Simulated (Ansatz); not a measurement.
```yaml
crystal:
  periodic: [false, false, false]
  atoms:
    - {symbol: O, position_ang: [-1.060461, 0.751917, 1.951263]}
    - {symbol: In, position_ang: [0.610500, -0.004535, 1.210272]}
    - {symbol: O, position_ang: [2.243363, -0.380726, 2.205294]}
    - {symbol: O, position_ang: [0.676996, -0.401683, -0.756919]}
    - {symbol: Si, position_ang: [-0.456091, -0.233045, -1.931479]}
    - {symbol: H, position_ang: [-1.759637, 0.837371, 1.304317]}
    - {symbol: H, position_ang: [2.137830, -0.107429, 3.104148]}
    - {symbol: H, position_ang: [-1.761922, 0.341611, -1.486927]}
    - {symbol: H, position_ang: [0.093019, 0.693565, -2.993130]}
    - {symbol: H, position_ang: [-0.702577, -1.543871, -2.616990]}
basis:
  gaussian: {orbitals: def2-mTZVP, nuclear_model: gaussian}
magnetization: {spin_polarized: true, initial_magnetization: 1}
hamiltonian: {xc: {name: wB97X-V}, pseudopotentials: {relativity: none}}
output: {forces: true}
```

```sh
$ ansatz run in.yaml --threads 4 --pin off --events-out ev --progress --plain --max-ram 10444MiB
```

Shortened log:

```
Error: a molecule whose nuclei and cores have a total charge of 64 cannot have a net charge of 0 together with 1 unpaired electrons
```

Problem. Something in this input is off. What?

Solution. The number of unpaired electrons doesn't fit the electron count. The input was rejected before any iteration.
